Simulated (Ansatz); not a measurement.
A run for Ansatz (a quantum-chemistry and plane-wave program): U-CCSD(T)/def2-SVP on F3La (SMILES [F][La]([F])[F]), a point of a bond scan (R = 2.161 Å). Elements past Kr take the def2 small-core potentials; no spin–orbit coupling.

Ansatz 0.2 input:
```yaml
crystal:
  periodic: [false, false, false]
  atoms:
    - {symbol: La, position_ang: [0.03201906, -0.05692400, -0.13637047]}
    - {symbol: F, position_ang: [-1.85302771, -1.00195496, 0.33708394]}
    - {symbol: F, position_ang: [-0.06737706, 2.06676129, -0.52460377]}
    - {symbol: F, position_ang: [1.71761741, -0.70428766, 1.05119948]}
basis:
  gaussian:
    orbitals: def2-SVP
correlation: {method: ccsd_t, electrons: outside_noble_gas}
scf: {omitted_lower_state_checks: [cluster_reference]}
magnetization: {spin_polarized: true, initial_magnetization: 0}
```

Program output:

```
WARN ansatz: RAYON_NUM_THREADS=6 ignored (pool sized by the plan → 6); use --threads N
Functional definition: HF
these checks for a lower state are left out or cut short: cluster_reference
integrals: 0.08 GiB planned
689 factors; integrals over basis functions are off by at most 5.5e-4 eV
mean field: 0.24 GiB planned
mean field evaluation 1: about -8959.7729 eV, gradient 4.0e1 eV
mean field evaluation 2: about -8959.8373 eV, gradient 4.0e1 eV
mean field evaluation 4: about -8965.3558 eV, gradient 8.8e-1 eV
mean field evaluation 8: about -8965.3965 eV, gradient 4.8e-2 eV
mean field -8965.39649979 eV, -329.4722444034 hartree, gradient 1.8e-6 eV, S^2 0.000000; 0 other end points of the search recorded, 0 dependent functions left out
7 core orbitals not correlated, not the lowest: weight in the atoms' cores, before any rotation towards them, 0.871 or more for the frozen orbitals, at most 0.096 for the correlated occupied ones
reference -8965.39649979 eV, -329.4722444034 hartree; 12, 12 occupied and 55, 55 virtual orbitals, 689 factors
second order -17.16075368 eV of doubles, -0.00000000 eV of singles
coupled cluster: 0.38 GiB planned
cycle   1  -16.56606728 eV  change    5.9e-1 eV  update   1.4e-1
cycle   2  -16.97064441 eV  change   -4.0e-1 eV  update   5.1e-2
cycle   3  -17.07136397 eV  change   -1.0e-1 eV  update   2.1e-2
cycle   4  -17.07448664 eV  change   -3.1e-3 eV  update   5.1e-3
cycle   5  -17.06775340 eV  change    6.7e-3 eV  update   1.5e-3
cycle   6  -17.06661050 eV  change    1.1e-3 eV  update   5.7e-4
cycle   7  -17.06679059 eV  change   -1.8e-4 eV  update   2.0e-4
cycle   8  -17.06686500 eV  change   -7.4e-5 eV  update   6.4e-5
cycle   9  -17.06687308 eV  change   -8.1e-6 eV  update   2.4e-5
perturbative correction -0.26371432 eV, -0.0096913227 hartree
Total energy: -8982.72708720 eV, -330.1091317434 hartree
Checks for a lower state left out: cluster_reference
```

Self-consistency was reached.

Cost: very roughly 9 core-seconds.
